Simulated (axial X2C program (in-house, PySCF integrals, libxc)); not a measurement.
## KZr: cheaper levels and CCSD(T), 2c

All values were computed with an in-house all-electron X2C program for linear molecules (integrals from PySCF). Two-component (2c) means X2C with spin–orbit coupling and atomic mean-field two-electron Coulomb and Gaunt terms. Basis: Zr dyall-cv3z [11s12p9d6f3g], K dyall-cv3z [11s12p6d3f] (cores contracted in-house); Gaussian nuclei, density fitting, unrestricted open shells. Masses: Zr 89.905 u, K 38.964 u.

State: Ω = 1/2 (⟨Sz⟩ = -1.50, ⟨Lz⟩ = 2.00 at HF); fragments Zr + K.

```csv
level,Re (Å),ωe (cm⁻¹)
PBE0,3.455,101.0
CCSD,3.401,106.1
PW91,3.406,107.8
```

Correlated methods: 13 electrons correlated (number of frozen shells: Zr 4 s, 3 p, 1 d; K 2 s, 1 p), 349 virtual spin orbitals or spinors in MP2, 90 natural virtuals in coupled cluster.

CCSD(T), same Hamiltonian and basis:

Re = 3.340 Å, ωe = 113.5 cm⁻¹; T1 = 0.053 (Lee–Taylor normalisation).

Task: Give the differences from CCSD(T) in the columns below.

Result: 

```tsv
level	ΔRe (Å)	Δωe (cm⁻¹)
PBE0	0.115	-12.5
CCSD	0.061	-7.4
PW91	0.066	-5.7
```

Occupations by symmetry block were frozen at the best pattern of an incomplete PBE0 search. De is not given where an atomic determinant may have missed its ground term or J level, or where the truncated virtual space spoils (T). Density functionals use the spin component along the axis (collinear). Coupled cluster ran in a truncated set of natural virtual spinors; the MP2 energy of the rest was added. (T) has no such correction and the atoms are truncated less, which lowers De at CCSD(T) by a hundredth of an eV or more. PBE0 can misorder states that lie within some tenths of an eV, so this need not be the ground state of the molecule. The nearest other 2c determinant of the search, Ω = 3/2, lies 0.07 eV up at the distance of the search. The functionals have no current-density term, which raises determinants with orbital currents, atoms included. The atomic limit has a lower orbital projection than the molecule and lies lower at mean-field level, so De may be about a tenth of an eV too small. With several unpaired electrons one determinant need not be a pure state. The outer-core s and p shells of the metal are frozen in the correlated rows, which leaves out core–valence correlation; for alkali and alkaline-earth bonds that tends to lengthen them. At some level and bond length an empty orbital lies below a filled one. The determinant is spin-polarised beyond a pure state at some levels (its spin-free form has ⟨S²⟩ too high), which makes Re and μ there less reliable. The T1 diagnostic is large, a sign of multireference character. With the outer-core shells frozen, correlated bond lengths of heavy atoms tend to come out a few hundredths of an ångström too long.
